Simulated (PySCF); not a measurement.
Computed with PySCF with PBE0-D3(BJ)/def2-SVP // B3LYP-D3(BJ)/def2-SVP. Gas-phase values, no solvent. Excitations are Tamm–Dancoff values on a coarser integration grid. The basis has no diffuse functions, so Rydberg states are missing or too high.

Reference species: [3]prismane cage Si6H6 `[SiH]12[SiH]3[SiH]1[SiH]1[SiH]2[SiH]31` (neutral, multiplicity 1).

```
Quantity               Result
-------------------  --------
HOMO–LUMO gap         4.51 eV
S1 excitation (TDA)   3.48 eV
dipole moment          0.00 D
HOMO                 -6.15 eV
```

After one change: the HOMO–LUMO gap rises by 0.33 eV; the S1 excitation (TDA) goes up by 0.33 eV; the dipole moment is nearly the same; the HOMO falls by 0.66 eV.

Problem. Which change was made? The new species is one of these.
A) [5]prismane cage Si10H10 `[SiH]12[SiH]3[SiH]4[SiH]1[SiH]1[SiH]2[SiH]2[SiH]3[SiH]4[SiH]12`
B) [6]prismane cage Si12H12 `[SiH]12[SiH]3[SiH]4[SiH]1[SiH]1[SiH]4[SiH]4[SiH]5[SiH]3[SiH]2[SiH]5[SiH]14`
C) [4]prismane cage Si8H8 `[SiH]12[SiH]3[SiH]4[SiH]1[SiH]1[SiH]2[SiH]3[SiH]41`

Solution. A, [5]prismane cage Si10H10 `[SiH]12[SiH]3[SiH]4[SiH]1[SiH]1[SiH]2[SiH]2[SiH]3[SiH]4[SiH]12`
